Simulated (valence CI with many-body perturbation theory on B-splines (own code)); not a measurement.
**La XXVII: calculated level list**

Calculated by valence CI with perturbative core correlation (CI+MBPT): three valence electrons over a frozen Dirac-Fock core [Ar] 3d10, a basis of 11 s, 11 p, 9 d, 7 f, 5 g, 2 h, 1 i functions for each j, with the one-electron correlation potential Σ1 (screened to all orders), the two-electron term Σ2, the three-electron term Σ3, Breit, model QED; selected single and double excitations, second order for the rest (own B-spline code, finite nucleus).

No measured spectrum was set against this ion. As an estimate, large intervals hold to a few tenths of a per cent, small ones and those within an open d or f shell to about a per cent.

Levels 46 to 74 of 74, with energies above the lowest level, (4s^2 4p1/2) J=1/2. "Leading %" is the weight of the configuration and term that name the level; weights of strongly mixed levels are sums over their largest components and can fall short. In the jj column 3d3/2^4 stands for four electrons in 3d with j = 3/2. Lifetimes count E1, E2, E3, M1 and M2 decay at the calculated energies, and are blank where another channel may lead or the interval is too uncertain; long ones can be off by a factor of two.

| No. | Configuration | Term | J | E (eV) | Leading % | Second component | Lifetime | Leading jj |
| --- | --- | --- | --- | --- | --- | --- | --- | --- |
| 46 | 4p2 4d | 4F | 3/2 | 256.89 | 34 | 34 % 4p2 4d 2P | 8.69 ps | 4p1/2 4p3/2 4d3/2 (93 %) |
| 47 | 4p2 4d | 2G | 7/2 | 257.06 | 37 | 31 % 4p2 4d 2F | 22.0 ps | 4p1/2 4p3/2 4d3/2 (85 %) |
| 48 | 4p2 4d | 4D | 1/2 | 257.34 | 83 | 14 % 4p2 4d 2P | 9.46 ps | 4p1/2 4p3/2 4d3/2 (98 %) |
| 49 | 4p2 4d | 4D | 7/2 | 260.35 | 41 | 41 % 4p2 4d 4F | 16.0 ps | 4p1/2 4p3/2 4d5/2 (96 %) |
| 50 | 4p2 4d | 2G | 9/2 | 262.91 | 53 | 44 % 4p2 4d 4F | 20.9 ps | 4p1/2 4p3/2 4d5/2 (93 %) |
| 51 | 4p2 4d | 2P | 3/2 | 264.23 | 37 | 36 % 4p2 4d 4D | 5.48 ps | 4p1/2 4p3/2 4d5/2 (75 %) |
| 52 | 4p2 4d | 4P | 5/2 | 264.50 | 24 | 21 % 4p2 4d 4F | 5.44 ps | 4p1/2 4p3/2 4d5/2 (73 %) |
| 53 | 4p2 4d | 2D | 5/2 | 267.69 | 39 | 26 % 4p2 4d 4P | 2.91 ps | 4p1/2 4p3/2 4d3/2 (47 %) |
| 54 | 4p2 4d | 4P | 3/2 | 268.08 | 46 | 32 % 4p2 4d 2P | 2.70 ps | 4p1/2 4p3/2 4d3/2 (71 %) |
| 55 | 4p2 4d | 2G | 7/2 | 268.16 | 36 | 24 % 4p2 4d 2F | 8.20 ps | 4p1/2 4p3/2 4d5/2 (68 %) |
| 56 | 4p2 4d | 4P | 1/2 | 268.62 | 44 | 27 % 4p2 4d 2S | 2.68 ps | 4p1/2 4p3/2 4d3/2 (88 %) |
| 57 | 4p2 4d | 2D | 5/2 | 271.52 | 39 | 28 % 4p2 4d 2F | 3.43 ps | 4p1/2 4p3/2 4d5/2 (56 %) |
| 58 | 4p2 4d | 2D | 3/2 | 275.04 | 73 | 9 % 4p2 4d 2P | 5.60 ps | 4p1/2 4p3/2 4d5/2 (79 %) |
| 59 | 4p2 4d | 2P | 1/2 | 275.79 | 71 | 21 % 4p2 4d 2S | 3.86 ps | 4p1/2 4p3/2 4d5/2 (85 %) |
| 60 | 4p2 4d | 4D | 7/2 | 283.12 | 45 | 35 % 4p2 4d 2F | 12.1 ps | 4p3/2^2 4d5/2 (88 %) |
| 61 | 4p2 4d | 4F | 9/2 | 283.22 | 38 | 30 % 4p2 4d 2G | 23.7 ps | 4p3/2^2 4d5/2 (68 %) |
| 62 | 4p2 4d | 2P | 1/2 | 284.26 | 58 | 22 % 4p2 4d 4P | 4.00 ps | 4p3/2^2 4d3/2 (55 %) |
| 63 | 4s 4p 4f | 4G | 5/2 | 284.29 | 66 | 14 % 4s 4p 4f 4F | 4.91 ps | 4s 4p1/2 4f5/2 (83 %) |
| 64 | 4s 4p 4f | 4G | 7/2 | 285.05 | 43 | 22 % 4s 4p 4f 4F | 5.59 ps | 4s 4p1/2 4f5/2 (39 %) |
| 65 | 4p2 4d | 4P | 3/2 | 285.09 | 27 | 25 % 4p2 4d 2D | 2.94 ps | 4p3/2^2 4d3/2 (78 %) |
| 66 | 4p2 4d | 4P | 5/2 | 285.35 | 16 | 14 % 4p2 4d 2D | 3.15 ps | 4p3/2^2 4d3/2 (55 %) |
| 67 | 4s 4p 4f | 2F | 7/2 | 286.63 | 24 | 21 % 4s 4p 4f 4D | 4.23 ps | 4s 4p1/2 4f7/2 (50 %) |
| 68 | 4s 4p 4f | 4F | 3/2 | 287.54 | 55 | 14 % 4s 4d2 4F | 5.52 ps | 4s 4p1/2 4f5/2 (64 %) |
| 69 | 4s 4p 4f | 4F | 5/2 | 288.72 | 31 | 17 % 4s 4p 4f 4D | 4.70 ps | 4s 4p1/2 4f5/2 (49 %) |
| 70 | 4s 4p 4f | 4G | 9/2 | 288.85 | 33 | 22 % 4s 4p 4f 4F | 6.43 ps | 4s 4p1/2 4f7/2 (70 %) |
| 71 | 4s 4p 4f | 4D | 7/2 | 290.47 | 27 | 21 % 4s 4p 4f 4G | 3.65 ps | 4s 4p1/2 4f7/2 (51 %) |
| 72 | 4p2 4d | 2S | 1/2 | 293.38 | 43 | 31 % 4p2 4d 4P | 3.01 ps | 4p3/2^2 4d5/2 (57 %) |
| 73 | 4p2 4d | 2P | 3/2 | 294.12 | 39 | 35 % 4p2 4d 2D | 3.15 ps | 4p3/2^2 4d3/2 (49 %) |
| 74 | 4s 4p 4f | 2G | 7/2 | 294.24 | 54 | 10 % 4p2 4d 2F | 5.29 ps | 4s 4p1/2 4f7/2 (33 %) |
